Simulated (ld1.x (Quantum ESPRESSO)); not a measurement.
# Nb (Z = 41), TM: configuration errors across variants

- Element: niobium (Nb)
- Generator: ld1.x (Quantum ESPRESSO) 7.5
- Type: norm-conserving Troullier–Martins (Kleinman–Bylander form)
- Functional: PBEsol
- Relativity: fully relativistic
- Frozen core: [Kr]
- Valence charge: 5
- Reference configuration: 4d4 5s1 5p0
- Partial waves: 5s (bound): rc 2.55 bohr; 5p (bound, empty): rc 3.35 bohr; 4d (bound): rc 2.10 bohr
- Local potential: all-electron potential smoothed inside 3.30 bohr (lloc = -2)
- Core correction: a·sin(br)/r model core inside 1.60 bohr

Open shells are filled in proportion to 2j + 1 (rel_dist='average').

All-electron excitation energies from the reference (eV): (1) 4d4 5s0 5p0 6.653; (2) 4d3 5s0 5p0 20.680; (3) 4d2 5s0 5p0 45.374; (4) 4d4 5s0 5p1 2.992; (5) 4d4.5 5s0.5 5p0 0.565; (6) 4d3 5s2 5p0 -0.534; (7) 4d3 5s1 5p0 7.038.

Tests that are not counted but printed errors over 1 eV. “local potential all-electron potential smoothed inside 1.50 bohr (lloc = -2)”: 4d4 5s0 5p1 (solver errors, printed error -132 eV).

A true bound ghost makes a file unfit for plane-wave use even where its test errors are small: the radial tests pick states by their node count and pass the ghost by. Where a test does run into it, the solver fails or the error is huge.

Errors AE − PS in meV (a dash: test not solved or not reliable):

| change | (1) | (2) | (3) | (4) | (5) | (6) | (7) | bound ghosts |
| --- | --- | --- | --- | --- | --- | --- | --- | --- |
| base | -14 | -114 | -623 | -2.7 | -14 | -77 | -62 | none |
| local potential all-electron potential smoothed inside 1.50 bohr (lloc = -2) | -14 | -63 | -456 | – | -11 | -68 | -46 | s, p3/2, p1/2 |
| local potential all-electron potential smoothed inside 1.76 bohr (lloc = -2) | -14 | -64 | -461 | -1.9 | -11 | -78 | -60 | s |
| local potential all-electron potential smoothed inside 2.34 bohr (lloc = -2) | -14 | -73 | -497 | -2.3 | -11 | -52 | -20 | none |
| local potential all-electron potential smoothed inside 3.34 bohr (lloc = -2) | -15 | -119 | -637 | -2.8 | -15 | -79 | -66 | none |
| local potential all-electron potential smoothed inside 3.74 bohr (lloc = -2) | -16 | -144 | -700 | -3.3 | -16 | -88 | -85 | none |

(1) Give the same row for: local potential all-electron potential smoothed inside 2.84 bohr (lloc = -2).

## Answers

(1) -14, -90, -552, -2.4, -12, -66, -43; bound ghosts: none.
